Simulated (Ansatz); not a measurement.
System: sum formula H₄BSiO (charge 0, doublet). It need not be the lowest isomer of its formula. 
Structure (B3LYP-D3(BJ)/def2-TZVP (Ansatz, an electronic-structure program) minimum search):
```
B
O 1 1.3335
H 2 0.9655 1 115.84
Si 1 2.0127 2 129.38 3 -180.00
H 4 1.4836 1 107.35 2 -121.91
H 4 1.4836 5 108.23 1 115.59
H 4 1.4897 5 108.43 6 117.42
```
Charge 0, spin multiplicity 2.

Computed values are from Ansatz. Cores are frozen in the correlated levels unless marked. UHF or UKS for open shells. Spin-orbit coupling is left out. Non-relativistic. CBS(X,Y): correlation extrapolated as X^-3; Hartree-Fock from the larger set.

```yaml
atomisation energy De: 2239.2 kJ/mol at CCSD(T)/CBS(cc-pV(T+d)Z,cc-pV(Q+d)Z)
total_energy: -391.3982 Eh at CCSD(T)/CBS(cc-pV(T+d)Z,cc-pV(Q+d)Z)
dipole_moment: 1.80 D at CCSD(T)/aug-cc-pV(D+d)Z
T1 diagnostic: 0.016 at CCSD/cc-pV(Q+d)Z
```
